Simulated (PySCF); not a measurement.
Structure elucidation problem

An unknown has the formula C4H9FSi3. Its calculated NMR data are:

$^{1}$H NMR (600 MHz, computed): δ 6.25 (m, 1H), 5.08 (m, 1H), 4.57 (m, 1H), 4.32 (m, 1H), 2.16 (s, 3H), 1.38 (m, 1H), 1.11 (m, 1H).

$^{13}$C{$^{1}$H} NMR (computed): δ 118.1 (C), 83.2 (C), 19.5 (CH2), 6.4 (CH3).

Computed data (PySCF 2.14.0 with density-fitted response routines): GFN2-xTB geometry, shieldings: GIAO PBE0/pcSseg-1. One computed conformer, fast rotation and ring inversion assumed for equivalent nuclei, isolated molecule, non-relativistic.

References, each an isolated molecule treated in the same way: $^{1}$H (σref 31.72), $^{13}$C (σref 186.93) against TMS.

Deduce the structure.

## Answers


1. The formula gives 3 degrees of unsaturation (1 ring in the answer).
2. 4 carbon signals for 4 carbons: no two carbons are equivalent.
3. Carbon types of the structure: 2 × C, 1 × CH2, 1 × CH3, leaving 4 H on heteroatoms.
4. δC 118.1, 83.2: alkyne carbon.
5. δC 19.5: sp3 CH2 bonded to 2 Si.
6. δC 6.4: propargylic methyl carbon; a saturated carbon with 1 carbon neighbour and no heteroatom attached.
7. δH 5.08: hydrogen on a silicon bonded to 2 C, Si, in a 4-membered ring.
8. δH 4.57, 4.32: hydrogen on a silicon bonded to 2 Si, in a 4-membered ring.
9. δH 2.16: hydrogen on a propargylic methyl carbon.
10. δH 1.38, 1.11: hydrogen on an sp3 CH2 bonded to 2 Si.

These data were computed for `CC#C[Si@@H]1C[Si@H](F)[SiH2]1`.

The shifts were computed for this structure.

Splittings by $^{19}$F in the carbon and heteronuclear signals aren't shown, as no couplings were computed. Shifts are as computed. Against solution values, carbons near 30 ppm lie about +3 ppm off and those near 130 ppm about +5 ppm. Of 1309 compounds with measured shifts, 239 miss one by over three times the rms of a fit or turn the order of signals round; such compounds aren't used in these exercises. No couplings were computed; multiplicities are counted from neighbouring protons, with m where these are inequivalent, close in shift, in a saturated or five-membered ring or joined by F or P, and br s for small geminal =CH2 splittings.
